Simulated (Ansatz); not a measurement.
The same β-hydride elimination along the group O, S, Se.

Calculated with Ansatz (gas phase, PBE0-D4/def2-TZVP geometries, no zero-point term in ΔE). CBS: MP2 limit from def2 TZ/QZ plus the TZ coupled-cluster correction, frozen cores. This one scheme is used for every species. Functionals use def2-TZVPP. B3LYP here is the variant with VWN-RPA as its local correlation; programs differ in this. For Se outer-core shells are correlated without core-valence functions, which leaves a few kJ/mol of doubt a bond. Scalar relativity is left out up to krypton. Each species was taken in one conformer, which may not be the lowest.

```csv
reaction,RPA@PBE/def2-TZVPP (kcal/mol),B3LYP-D4 (kcal/mol)
`CCOC` → CH₃OH + `C=C`,18.9,19.2
`CCSC` → CH₃SH + `C=C`,23.1,24.1
`CC[Se]C` → `C[SeH]` + `C=C`,24.6,24.4
```

(1) Give the CCSD(T)/CBS values in the same order. (Estimate.)

Largest T1 diagnostic: 0.011, for `C=C`.

Results:

(1) Computed: 19.1, 25.5, 26.3 kcal/mol.
